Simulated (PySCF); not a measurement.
C6H15BO.
Numbering: `[BH3-:1][O+:2]1[CH2:3][CH2:4][CH2:5][C@H:6]1[CH2:7][CH3:8]` (hydrogens: H9, H10, H11 on B1; H12, H13 on C3; H14, H15 on C4; H16, H17 on C5; H18 on C6; H19, H20 on C7; H21, H22, H23 on C8)

Computed with PySCF at PBE0/pcSseg-1, non-relativistic, on one gas-phase PBE0-D3(BJ)/def2-SVP geometry that isn't relaxed in the solvent. The solvent is an IEF-PCM continuum (van der Waals radii × 1.2). Only the electrostatic response of the medium enters.

Gas phase at PBE0/pcSseg-1: HOMO -7.46 eV, LUMO 0.91 eV, dipole 5.51 D.

What does the continuum do to the energy, the frontier levels and the dipole at PBE0/pcSseg-1 in chloroform and acetone?

```csv
solvent,ε,E(solvent) − E(gas) (kcal/mol),polarisation term (kcal/mol),distortion of the solute (kcal/mol),HOMO (eV),LUMO (eV),dipole (D)
chloroform,4.711,-5.47,-6.17,0.70,-7.80,1.24,6.50
acetone,20.49,-7.18,-8.42,1.24,-7.90,1.30,6.84
```

Polarisation term: ½ Σ q·V over the induced surface charges. Distortion: the rise of the solute's own energy as its density leaves the gas-phase optimum. From chloroform to acetone the lowering changes by a factor 1.31, Onsager's factor (ε − 1)/(2ε + 1) by 1.30 and ε itself by 4.3.

Which radius a makes the point-dipole formula ΔE = −[(ε − 1)/(2ε + 1)]·μ²/a³ give the value in acetone, with the gas-phase dipole?

μ = 2.168 au and |ΔE| = 0.01145 Eh give a = 3.05 Å; the farthest nucleus lies 3.51 Å from the centroid of the nuclei, so such a sphere wouldn't even hold the nuclei. The formula assumes a rigid point dipole at the centre of a sphere.

Which Hirshfeld charges (PBE0/pcSseg-1) respond most in acetone (means over atoms taken as equivalent)?

| atoms | environment | gas (e) | solvent (e) | change |
| --- | --- | --- | --- | --- |
| H9/H10/H11 | B–H hydrogen | -0.104 | -0.114 | -0.010 |
| B1 | four-coordinate boron | -0.063 | -0.071 | -0.008 |
| H17 | methylene hydrogen | +0.052 | +0.060 | +0.008 |
| H20 | methylene hydrogen | +0.044 | +0.052 | +0.008 |
| H15 | methylene hydrogen | +0.056 | +0.063 | +0.007 |
| H19 | methylene hydrogen | +0.036 | +0.043 | +0.007 |
| H14 | methylene hydrogen | +0.044 | +0.050 | +0.006 |
| C4 | ring CH2 carbon | -0.067 | -0.062 | +0.005 |
| O2 | oxygen bonded to B and 2 C | +0.015 | +0.011 | -0.004 |
| H12 | methylene hydrogen | +0.060 | +0.064 | +0.004 |
| C5 | ring CH2 carbon | -0.066 | -0.063 | +0.003 |
| C8 | methyl carbon | -0.114 | -0.117 | -0.003 |

Which Mayer bond orders change most in acetone?

| bond | length (Å) | gas | solvent | change |
| --- | --- | --- | --- | --- |
| B1–O2 | 1.624 | 0.454 | 0.490 | +0.036 |
| O2–C3 | 1.442 | 0.795 | 0.781 | -0.014 |
| C6–O2 | 1.461 | 0.727 | 0.714 | -0.013 |
| C3–C4 | 1.514 | 1.029 | 1.034 | +0.005 |
| C5–C6 | 1.523 | 1.040 | 1.045 | +0.005 |
| B1–H9 | 1.229 | 0.969 | 0.973 | +0.004 |
| C3–H12 | 1.098 | 0.953 | 0.949 | -0.004 |
| C4–H15 | 1.099 | 0.951 | 0.947 | -0.004 |

How do the nuclear quadrupole coupling constants eQVzz/h respond in acetone?

```csv
nucleus,Q (barn),gas (MHz),solvent (MHz),η gas,η solvent
11B at B1,0.04059,3.40,3.15,0.06,0.05
17O at O2,-0.0256,12.12,11.99,0.60,0.54
```

On one thread of an Arm Neoverse V1, shared host with 32 logical CPUs at a one-minute load of 13, this took 42 s of wall time and 1.3 GiB of memory at its peak. This is the whole shielding run at PBE0/pcSseg-1 in acetone, SCF included.
